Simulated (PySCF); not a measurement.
PySCF job for W(O)(S)(NH2)2 (H4N2OSW), SMILES [NH2][W]([NH2])(=[O])=[S], multiplicity 1, PBE-D3(BJ)/def2-SVP. Coordinates come from a PBE-D3(BJ)/def2-SVP optimisation. The spin state was assumed, not searched. The structure was generated by enumeration; whether it is a known compound was not checked. The def2 effective core potentials stand for the cores of W; spin–orbit coupling is left out. Other conformers were not sampled.

```python
import numpy as np
from pyscf import gto, scf, dft, df
from pyscf.hessian import thermo

mol = gto.M(
    atom='''
    W     0.14805593   -0.04703745    0.00000000
    O     0.79891302   -1.64500807   -0.00000000
    S    -2.02127395    0.03484572   -0.00000001
    N     0.79094411    0.83828453   -1.61855280
    H     0.31254930    1.60623347   -2.09887781
    H     1.64731226    0.56742688   -2.11192904
    N     0.79094409    0.83828453    1.61855280
    H     1.64731224    0.56742687    2.11192908
    H     0.31254927    1.60623346    2.09887782
    ''',
    basis='def2-SVP',
    ecp={'W': 'def2-svp'},
    charge=0,
    spin=0,
    max_memory=1600,
    verbose=3,
)
mf = dft.RKS(mol, xc='pbe').density_fit(auxbasis='def2-universal-jkfit')
mf.disp = 'd3bj'
mf.grids.level = 3
mf.conv_tol = 1e-11
mf.max_cycle = 100
mf.kernel()

# [left out here: the lines that compute and print the analytic Hessian (its translational invariance restored by hand, since the grid's response is missing), thermochemistry and intensities]
```

Log of the run:

```
converged SCF energy = -652.012529571278

WARN: DFTD3 does not support analytical Hessian, using finite difference


WARN: Mole.unit (angstrom) is changed to Bohr

Mode                                 0                   1                   2
Irrep
Freq [cm^-1]                      151.0524            180.1880            184.7163
Reduced mass [au]                   2.4239              4.8416              3.8407
Force const [Dyne/A]                0.0326              0.0926              0.0772
Char temp [K]                     217.3307            259.2505            265.7656
Normal mode                   x     y     z       x     y     z       x     y     z
       0   W                -0.00  0.00  0.01   -0.01  0.03 -0.00   -0.00  0.00  0.03
       1   O                -0.00 -0.00  0.05   -0.06  0.01  0.00    0.00  0.00 -0.15
       2   S                -0.00 -0.00 -0.08   -0.01 -0.09  0.00   -0.00 -0.00 -0.07
       3   N                -0.11  0.03 -0.01    0.09 -0.07 -0.02   -0.04 -0.06 -0.01
       4   H                -0.30 -0.14 -0.10    0.16 -0.08 -0.11    0.04  0.05  0.07
       5   H                 0.01  0.25  0.07    0.08 -0.18  0.03   -0.17 -0.23 -0.14
       6   N                 0.11 -0.03 -0.01    0.09 -0.07  0.02    0.04  0.06 -0.01
       7   H                -0.01 -0.25  0.07    0.08 -0.18 -0.03    0.17  0.23 -0.14
       8   H                 0.30  0.14 -0.10    0.16 -0.08  0.11   -0.04 -0.05  0.07
Mode                                 3                   4                   5
Irrep
Freq [cm^-1]                      208.2707            231.5811            297.6693
Reduced mass [au]                   4.0573              5.7866              1.5238
Force const [Dyne/A]                0.1037              0.1828              0.0796
Char temp [K]                     299.6551            333.1936            428.2798
Normal mode                   x     y     z       x     y     z       x     y     z
       0   W                 0.01  0.01  0.00    0.02  0.00  0.00    0.00  0.00 -0.01
       1   O                 0.00  0.01 -0.00   -0.18 -0.07 -0.00   -0.00 -0.00  0.12
       2   S                 0.02  0.02 -0.00    0.03 -0.05 -0.00    0.00 -0.00 -0.03
       3   N                -0.09 -0.08 -0.10   -0.03  0.06  0.00   -0.03  0.04 -0.00
       4   H                -0.14 -0.13 -0.12   -0.05  0.11  0.09    0.08  0.29  0.27
       5   H                -0.12 -0.10 -0.14   -0.13  0.00 -0.15   -0.25 -0.12 -0.28
       6   N                -0.09 -0.08  0.10   -0.03  0.06 -0.00    0.03 -0.04 -0.00
       7   H                -0.12 -0.10  0.14   -0.13  0.00  0.15    0.25  0.12 -0.28
       8   H                -0.14 -0.13  0.12   -0.05  0.11 -0.09   -0.08 -0.29  0.27
Mode                                 6                   7                   8
Irrep
Freq [cm^-1]                      339.2332            397.4300            426.2276
Reduced mass [au]                   1.1016              1.2455              1.2520
Force const [Dyne/A]                0.0747              0.1159              0.1340
Char temp [K]                     488.0811            571.8132            613.2466
Normal mode                   x     y     z       x     y     z       x     y     z
       0   W                 0.00  0.00  0.00    0.00  0.00 -0.00   -0.00 -0.00 -0.00
       1   O                -0.06 -0.03 -0.00   -0.00 -0.00  0.01    0.01  0.00 -0.00
       2   S                 0.03 -0.00  0.00   -0.00 -0.00  0.00    0.00  0.01  0.00
       3   N                -0.00  0.00 -0.00    0.04  0.06  0.04    0.04  0.06  0.05
       4   H                -0.22 -0.28 -0.23   -0.23 -0.30 -0.26   -0.25 -0.33 -0.28
       5   H                 0.27  0.35  0.28   -0.22 -0.28 -0.24   -0.20 -0.26 -0.20
       6   N                -0.00  0.00  0.00   -0.04 -0.06  0.04    0.04  0.06 -0.05
       7   H                 0.27  0.35 -0.28    0.22  0.28 -0.24   -0.20 -0.26  0.20
       8   H                -0.22 -0.28  0.23    0.23  0.30 -0.26   -0.25 -0.33  0.28
Mode                                 9                  10                  11
Irrep
Freq [cm^-1]                      517.3598            617.5922            634.5925
Reduced mass [au]                   9.6848              1.2260              1.3307
Force const [Dyne/A]                1.5273              0.2755              0.3157
Char temp [K]                     744.3656            888.5776            913.0373
Normal mode                   x     y     z       x     y     z       x     y     z
       0   W                -0.03 -0.00  0.00   -0.00 -0.00  0.00   -0.01  0.00 -0.00
       1   O                 0.02  0.01 -0.00    0.00  0.00 -0.02    0.01  0.03  0.00
       2   S                 0.15 -0.00 -0.00   -0.00  0.00  0.01    0.03 -0.00 -0.00
       3   N                -0.01  0.01  0.01    0.06 -0.05  0.00    0.06 -0.05  0.00
       4   H                 0.12  0.06 -0.04   -0.32 -0.09  0.32   -0.28 -0.05  0.33
       5   H                -0.02 -0.12  0.07   -0.01  0.31 -0.31   -0.03  0.27 -0.32
       6   N                -0.01  0.01 -0.01   -0.06  0.05  0.00    0.06 -0.05 -0.00
       7   H                -0.02 -0.12 -0.07    0.01 -0.31 -0.31   -0.03  0.27  0.32
       8   H                 0.12  0.06  0.04    0.32  0.09  0.32   -0.28 -0.05 -0.33
Mode                                12                  13                  14
Irrep
Freq [cm^-1]                      679.4735            688.4264            967.9964
Reduced mass [au]                   5.4149              5.0390             16.1468
Force const [Dyne/A]                1.4729              1.4070              8.9143
Char temp [K]                     977.6111            990.4923           1392.7314
Normal mode                   x     y     z       x     y     z       x     y     z
       0   W                -0.00 -0.00 -0.03   -0.01 -0.01  0.00    0.01 -0.02  0.00
       1   O                -0.00  0.00  0.01    0.01  0.00  0.00   -0.09  0.22  0.00
       2   S                 0.00  0.00  0.00   -0.00  0.00 -0.00    0.00  0.00  0.00
       3   N                -0.05 -0.07  0.14    0.06  0.08 -0.14   -0.01  0.00  0.01
       4   H                -0.06 -0.07  0.15    0.08  0.09 -0.14    0.01 -0.01 -0.02
       5   H                -0.06 -0.10  0.15    0.06  0.10 -0.15    0.01 -0.01  0.04
       6   N                 0.05  0.07  0.14    0.06  0.08  0.14   -0.01  0.00 -0.01
       7   H                 0.06  0.10  0.15    0.06  0.10  0.15    0.01 -0.01 -0.04
       8   H                 0.06  0.07  0.15    0.08  0.09  0.14    0.01 -0.01  0.02
Mode                                15                  16                  17
Irrep
Freq [cm^-1]                     1450.8402           1452.8432           3472.3627
Reduced mass [au]                   1.1197              1.1205              1.0480
Force const [Dyne/A]                1.3886              1.3935              7.4450
Char temp [K]                    2087.4360           2090.3179           4995.9568
Normal mode                   x     y     z       x     y     z       x     y     z
       0   W                -0.00 -0.00  0.00   -0.00 -0.00 -0.00   -0.00  0.00  0.00
       1   O                -0.00  0.00  0.00   -0.00  0.00 -0.00    0.00 -0.00  0.00
       2   S                 0.00 -0.00  0.00    0.00 -0.00 -0.00   -0.00 -0.00  0.00
       3   N                 0.02  0.03 -0.05    0.02  0.03 -0.05    0.01  0.02 -0.03
       4   H                -0.35  0.01  0.31   -0.34  0.01  0.32    0.23 -0.36  0.21
       5   H                 0.10 -0.34  0.32    0.10 -0.34  0.32   -0.42  0.14  0.23
       6   N                -0.02 -0.03 -0.05    0.02  0.03  0.05   -0.01 -0.02 -0.03
       7   H                -0.10  0.34  0.32    0.10 -0.34 -0.32    0.42 -0.14  0.23
       8   H                 0.35 -0.01  0.31   -0.34  0.01 -0.32   -0.23  0.36  0.21
Mode                                18                  19                  20
Irrep
Freq [cm^-1]                     3476.1252           3575.0632           3575.2812
Reduced mass [au]                   1.0491              1.0964              1.0964
Force const [Dyne/A]                7.4686              8.2566              8.2570
Char temp [K]                    5001.3702           5143.7199           5144.0336
Normal mode                   x     y     z       x     y     z       x     y     z
       0   W                 0.00  0.00  0.00    0.00 -0.00  0.00    0.00 -0.00 -0.00
       1   O                -0.00  0.00  0.00    0.00 -0.00 -0.00    0.00 -0.00  0.00
       2   S                 0.00  0.00  0.00    0.00  0.00 -0.00    0.00  0.00  0.00
       3   N                -0.01 -0.02  0.03    0.04 -0.03  0.00    0.04 -0.03  0.00
       4   H                -0.23  0.36 -0.21   -0.22  0.37 -0.23   -0.22  0.36 -0.23
       5   H                 0.42 -0.14 -0.23   -0.39  0.12  0.23   -0.39  0.12  0.23
       6   N                -0.01 -0.02 -0.03   -0.04  0.03  0.00    0.04 -0.03 -0.00
       7   H                 0.42 -0.14  0.23    0.39 -0.12  0.23   -0.39  0.12 -0.23
       8   H                -0.23  0.36  0.21    0.22 -0.36 -0.23   -0.22  0.37  0.23
temperature 298.1500 [K]
pressure 101325.00 [Pa]
Rotational constants [GHz] 3.15256 2.12745 1.94551
Symmetry number 1
Zero-point energy (ZPE) 0.05359 [Eh]   140706.710 [J/mol]
                           tot       elec      trans        rot        vib
Entropy [J/mol/K]       368.649      0.000    178.285    115.484     74.881
Cv [J/mol/K]            112.350      0.000     12.472     12.472     87.406
Cp [J/mol/K]            120.664      0.000     20.786     12.472     87.406
Internal energy [J/mol]                      3718.434   3718.434 154015.478
Internal energy [Eh]   -651.95104  -652.01253
Enthalpy [J/mol]                             6197.391   3718.434 154015.478
Enthalpy [Eh]          -651.95009
Gibbs free energy [J/mol]                  -46958.202 -30713.016 131689.683
Gibbs free energy [Eh] -651.99196
mode   freq/cm-1   IR/(km/mol)
   1      151.05         0.294
   2      180.19         4.708
   3      184.72         0.455
   4      208.27         5.421
   5      231.58         0.878
   6      297.67         4.917
   7      339.23        11.563
   8      397.43       116.614
   9      426.23       252.933
  10      517.36        20.360
  11      617.59         0.097
  12      634.59        12.628
  13      679.47       107.431
  14      688.43        32.623
  15      968.00       117.902
  16     1450.84        47.463
  17     1452.84        17.643
  18     3472.36       158.101
  19     3476.13        61.217
  20     3575.06         0.419
  21     3575.28        92.313
max |gradient| / (hartree/bohr): 8.605116439646158e-05
APT charges: [ 1.6008 -0.5826 -0.4717 -0.6784  0.2008  0.2044 -0.6784  0.2044  0.2008]
```

The calculation finished and met its thresholds.
